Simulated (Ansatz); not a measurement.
FH5MoO5 (`[OH][Mo]([OH])([OH])([OH])([OH])[F]`) from Hartree–Fock to CCSD(T)

```xyz
12

O     0.0441   -1.1181    1.5953
Mo    0.1336   -0.0100    0.1199
O     0.5630    1.5749    0.9812
O     0.7698    0.5216   -1.5581
O    -0.9124   -1.2909   -0.8140
O    -1.5617    0.8952    0.2345
F     1.9541   -0.6593    0.1892
H     0.7719   -1.7217    1.7792
H    -0.0978    2.2657    1.0978
H     1.6742    0.2752   -1.7782
H    -1.0522   -1.0913   -1.7457
H    -2.2866    0.3587   -0.1011
```

Total charge 0; spin multiplicity 1. Correlated methods include outer-core shells of Mo, which these sets cover unevenly. Mo: def2 effective core potential. The structure was optimised at the PBE0-D4/def2-TZVP level. It is one conformer, not always the lowest. Frozen core, restricted reference, Ansatz.

```csv
basis,HF (Eh),MP2 corr.,CCSD corr.,(T),CCSD(T) total
def2-SVP,?,-1.60373,-1.56119,-0.06669,?
def2-TZVPP,-544.47754,-2.09788,?,-0.10550,?
def2-QZVPP,?,?,–,–,–
```

Problem. Fill in the withheld values. (Estimate.)

Solution. Computed: def2-SVP HF (Eh): -543.82785; def2-SVP CCSD(T) total: -545.45573; def2-TZVPP CCSD corr.: -2.03543; def2-TZVPP CCSD(T) total: -546.61847; def2-QZVPP HF (Eh): -544.50604; def2-QZVPP MP2 corr.: -2.26892.
